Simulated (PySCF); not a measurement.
H₆NSi₂, multiplicity 2. Atoms are numbered in the order given.

```xyz
9

Si     0.0028    -0.0811     1.6262
N      0.0226     0.5191     0.0000
Si     0.0028    -0.0811    -1.6262
H      0.4540    -1.5010     1.7910
H     -1.4241     0.0241     2.0706
H      0.8516     0.7961     2.4860
H      0.8516     0.7961    -2.4860
H      0.4540    -1.5010    -1.7910
H     -1.4241     0.0241    -2.0706
```
Charge 0, spin multiplicity 2.

Geometry optimised at PBE0-D3(BJ)/def2-SVP. The isomer is the one that the SMILES or the coordinates give; other isomers of the formula were not compared.

The numbers are results of TDA-M06-2X/def2-SVPD run with PySCF, not measurements.

Vertical excitations. The molecule is in vacuum.

Computed lowest excited states:
| state | energy (eV) | λ (nm) | f | main pairs |
|---|---|---|---|---|
| root 1 | 0.25 | 4948 | 0.000 | β HOMO→LUMO 88 % |
| root 2 | 3.61 | 343 | 0.000 | β HOMO−5→LUMO 58 %, β HOMO−1→LUMO 35 % |
| root 3 | 5.05 | 245 | 0.136 | β HOMO−2→LUMO 85 % |
| root 4 | 5.13 | 242 | 0.003 | β HOMO−1→LUMO 53 %, β HOMO−5→LUMO 32 %, β HOMO−2→LUMO 12 % |
| root 5 | 5.36 | 231 | 0.010 | β HOMO−3→LUMO 94 % |
| root 6 | 5.44 | 228 | 0.008 | β HOMO−4→LUMO 88 % |
| root 7 | 6.26 | 198 | 0.001 | α HOMO→LUMO 5 %, β HOMO→LUMO+1 73 %, β HOMO→LUMO+2 13 % |
| root 8 | 6.83 | 182 | 0.001 | α HOMO→LUMO 72 %, α HOMO→LUMO+1 13 %, β HOMO→LUMO+1 9 % |
| root 9 | 7.04 | 176 | 0.001 | α HOMO−1→LUMO 78 %, α HOMO−1→LUMO+1 14 % |
| root 10 | 7.41 | 167 | 0.007 | β HOMO→LUMO+2 50 %, β HOMO→LUMO+4 30 %, β HOMO→LUMO+1 8 % |
Unrestricted roots are not spin-pure.
